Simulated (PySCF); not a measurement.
Si(Br)2(OH)2 (Br₂H₂O₂Si), SMILES Br[Si](O)(Br)O. Coordinates come from a PBE-D3(BJ)/def2-SVP optimisation. This is a generated structure with no PubChem entry under its InChIKey; it may be hypothetical. The values are those of a single conformer.

These are PBE-D3(BJ)/def2-SVP in PySCF 2.14.0 values and carry that method's errors.

Harmonic wavenumbers (cm⁻¹): 95, 142, 178, 229, 231, 245, 269, 400, 487, 769, 828, 858, 948, 3740, 3742. Rotational constants (GHz): 2.311, 0.8290, 0.7290; symmetry number 2.

Problem. Work out the zero-point energy and the ideal-gas rigid-rotor harmonic-oscillator thermochemistry at 298.15 K and 1 atm.

Solution. ZPE = ½ Σ hcν = ½ × 13160 cm⁻¹ = 18.81 kcal/mol. H − E(el) = 24.19 kcal/mol. Entropy in cal/(mol K): translation 42.09, rotation 28.44, vibration 18.16, total 88.70. G − E(el) = -2.26 kcal/mol. Cp = 25.83 cal/(mol K). Modes under 150 cm⁻¹ make the vibrational entropy uncertain.
